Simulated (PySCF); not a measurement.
## Static response to an electric field

Species: C₆H₇ClN₂.
Numbering: `[CH2:1]=[CH:2][CH2:3][n:4]1[cH:5][c:6]([Cl:7])[cH:8][n:9]1` (hydrogens: H10, H11 on C1; H12 on C2; H13, H14 on C3; H15 on C5; H16 on C8)

Geometry (GFN2-xTB, Å), atoms numbered from 1 in this order:
```
atom  x, y, z in Å
C1    -0.7459    1.8161   -2.2898
C2    -0.7863    1.4295   -1.0295
C3    -1.1862    0.0523   -0.5855
N4    -0.1903   -0.5239    0.2819
C5     1.0846   -0.8245   -0.0334
C6     1.6563   -1.3212    1.1204
Cl7    3.2662   -1.8737    1.3173
C8     0.6384   -1.2773    2.0840
N9    -0.4642   -0.7888    1.5509
H10   -0.4604    2.8151   -2.5696
H11   -1.0099    1.1506   -3.0958
H12   -0.5193    2.1052   -0.2285
H13   -2.1084    0.0988    0.0014
H14   -1.3436   -0.5977   -1.4523
H15    1.4894   -0.6739   -1.0125
H16    0.6722   -1.5777    3.1106
```

Level: PBE0/def2-SVPD (PySCF), static field, nuclei fixed, core orbitals frozen in the response. The polarisability tensor in these axes (au):

```
x   103.03 -16.22  10.49
y   -16.22  82.64 -20.61
z    10.49 -20.61 107.23
```

**Question.** Diagonalise the tensor; give its mean and Δα, where Δα² is half the sum of the squared differences of the eigenvalues.

**Answer.** Principal values 68.19, 94.44 and 130.27 au; mean 97.63 au = 14.47 Å³ = 16.10 × 10⁻⁴⁰ C²·m²/J; Δα = 53.97 au (55 % of the mean).

**Question.** What is the dipole moment, and where does it point?

**Answer.** (-1.10, 1.19, -2.42) D, 2.91 D in size, pointing from the negative to the positive side. Measured along this direction, the outermost atoms are H16 at the negative end and H10 and H11 at the positive end.

**Question.** How large is μ²/3kT at 298 K beside α?

**Answer.** In Gaussian units μ²/3kT = 68.55 Å³ against 14.47 Å³, a ratio of 4.74; the Debye molar polarisation (4π/3)N_A(α + μ²/3kT) is 209.4 cm³/mol, leaving out the vibrational part.

**Question.** Give the principal axes and the span of the nuclei along them.

**Answer.** Largest value along (0.55, -0.48, 0.68), where the nuclei span 6.96 Å; middle along (0.78, 0.01, -0.62), 3.44 Å; least along (0.29, 0.88, 0.38), 3.08 Å. The response follows the extents in order.

**Question.** Estimate the molar refractivity from the static electronic polarisability.

**Answer.** Lorentz–Lorenz: R = (4π/3)N_A α = 2.5225 cm³/(mol·Å³) × 14.47 Å³ = 36.5 cm³/mol, in the limit of long wavelengths.

**Question.** Give the eigenvalues of the traceless quadrupole moment Θ = ½Σq(3rr − r²1), origin at the centre of nuclear charge.

**Answer.** -7.00, -0.68, 7.68 D·Å. The values depend on the origin, since the dipole doesn't vanish. The electronic extent ⟨r²⟩ about the same centre is 1772 bohr², a root-mean-square distance of 2.59 Å for the 74 electrons.

Geometry: GFN2-xTB, one conformer, isolated molecule.

The run behind these numbers computed excited states as well. The run took 92 s of wall time on an x86-64 server with one thread (shared host).
